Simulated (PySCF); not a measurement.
Compound: C5H12SSi.
Numbering: `[CH3:1][C@@H:2]([SH:3])[C@@H:4]1[CH2:5][CH2:6][SiH2:7]1`

Probes without a nucleus sit at each ring's centroid and 1 Å off its mean plane on both sides; NICS is minus the shielding there, NICSzz its component along the normal. Level: GIAO PBE0/pcSseg-1 (PySCF, non-relativistic, gas phase) on the GFN2-xTB geometry, one conformer.

Ring bond lengths (Å), with Mayer bond orders in brackets: C4–C5 1.544 (0.98), C5–C6 1.543 (1.00), C6–Si7 1.908 (0.95), Si7–C4 1.924 (0.88).

Problem. What do the NICS probes read (ppm)?

Solution. 
| ring | type | NICS(0) | NICS(1), two faces | NICS(1)zz, two faces | rms pucker (Å) | centre to ring atoms, mean (Å) |
| --- | --- | --- | --- | --- | --- | --- |
| C4–C5–C6–Si7 | 4-membered ring with Si; formal bonds all single | 0.7 | -0.2 / -0.8 | 6.4 / 4.9 | 0.07 | 1.22 |

Problem. What can be read from them?

Solution. 
- C4–C5–C6–Si7: mean NICS(1)zz 5.6 ppm, deshielded. C4, C5, C6, Si7 have four or more neighbours, so the value isn't read as a sign of a π ring current.

Problem. What are the shieldings of the ring atoms and their hydrogens in the same run (means over atoms taken as equivalent)?

Solution. 
| atoms | environment | σ isotropic (ppm) | principal values of the symmetric part, first atom (ppm) |
| --- | --- | --- | --- |
| C4 | sp3 carbon bound to silicon | 144.7 | 120.9, 146.1, 167.2 |
| C5 | four-membered-ring carbon | 155.3 | 137.5, 151.0, 177.5 |
| C6 | sp3 carbon bound to silicon | 183.2 | 168.8, 178.5, 202.3 |
| Si7 | SiH2 silicon | 381.8 | 344.0, 373.2, 428.2 |
| H on C4 | methine hydrogen | 30.17 | 27.6, 31.3, 31.6 |
| H on C5 | methylene hydrogen | 28.98 | 23.9, 28.7, 34.3 |
| H on C5 | methylene hydrogen | 29.46 | 24.7, 31.2, 32.6 |
| H on C6 | methylene hydrogen | 30.34 | 26.5, 27.5, 37.0 |
| H on C6 | methylene hydrogen | 30.47 | 26.0, 27.4, 38.0 |
| H on Si7 | Si–H hydrogen | 26.94 | 24.0, 24.6, 32.2 |
| H on Si7 | Si–H hydrogen | 27.17 | 24.3, 25.9, 31.3 |

The values belong to the conformer `[CH3:1][C@@H:2]([SH:3])[C@@H:4]1[CH2:5][CH2:6][SiH2:7]1`: C1–C2–C4–C5 177°, H–S3–C2–C1 66°.
